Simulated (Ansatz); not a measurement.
closo-2-SB4 (no H on S) (B4H4S), relaxed as a singlet with RKS r2SCAN-D4/def2-SVP in Ansatz, starting from the GFN2-xTB geometry. Force threshold 0.02 eV/Å.

Another isomer (singlet) lies 1.11 eV lower at PBE0-D4/def2-TZVP; other spin states weren't run for this one.

Start:

| atom | x (Å) | y (Å) | z (Å) |
| --- | --- | --- | --- |
| B1 | -0.787 | 0.426 | -0.419 |
| B2 | -0.483 | 0.492 | 1.121 |
| B3 | 0.607 | -0.393 | -1.099 |
| B4 | 0.164 | -0.923 | 0.313 |
| S5 | 1.096 | 0.876 | 0.188 |
| H6 | -1.425 | 0.955 | -1.236 |
| H7 | -0.652 | 0.805 | 2.229 |
| H8 | 1.101 | -0.446 | -2.151 |
| H9 | 0.378 | -1.792 | 1.055 |

```json
{"step": "1", "energy (eV)": "-13596.7739", "largest force component (eV/Å)": "1.066", "SCF passes": "28"}
{"step": "2", "energy (eV)": "-13596.9319", "largest force component (eV/Å)": "0.385", "SCF passes": "31"}
{"step": "3", "energy (eV)": "-13596.9512", "largest force component (eV/Å)": "0.164", "SCF passes": "31"}
{"step": "4", "energy (eV)": "-13596.9536", "largest force component (eV/Å)": "0.051", "SCF passes": "32"}
{"step": "5", "energy (eV)": "-13596.9544", "largest force component (eV/Å)": "0.044", "SCF passes": "32"}
{"step": "6", "energy (eV)": "-13596.9558", "largest force component (eV/Å)": "0.044", "SCF passes": "31"}
{"step": "7", "energy (eV)": "-13596.9564", "largest force component (eV/Å)": "0.025", "SCF passes": "33"}
{"step": "8", "energy (eV)": "-13596.9568", "largest force component (eV/Å)": "0.009", "SCF passes": "32"}
```

Force components are those of the run's own axes.

End:

| atom | x (Å) | y (Å) | z (Å) |
| --- | --- | --- | --- |
| B1 | -0.738 | 0.413 | -0.433 |
| B2 | -0.477 | 0.501 | 1.173 |
| B3 | 0.627 | -0.381 | -1.147 |
| B4 | 0.160 | -0.875 | 0.333 |
| S5 | 1.127 | 0.901 | 0.194 |
| H6 | -1.468 | 0.958 | -1.210 |
| H7 | -0.730 | 0.829 | 2.289 |
| H8 | 1.121 | -0.516 | -2.222 |
| H9 | 0.377 | -1.830 | 1.022 |

By distances, no bond broke or formed. The bond that changes most is B1–B2, from 1.57 to 1.63 Å (atoms count from 1).

No frequencies were taken in this run, so the end may be a saddle point.

Run time 21 s (2 threads of Intel Xeon Platinum 8375C on a shared host).
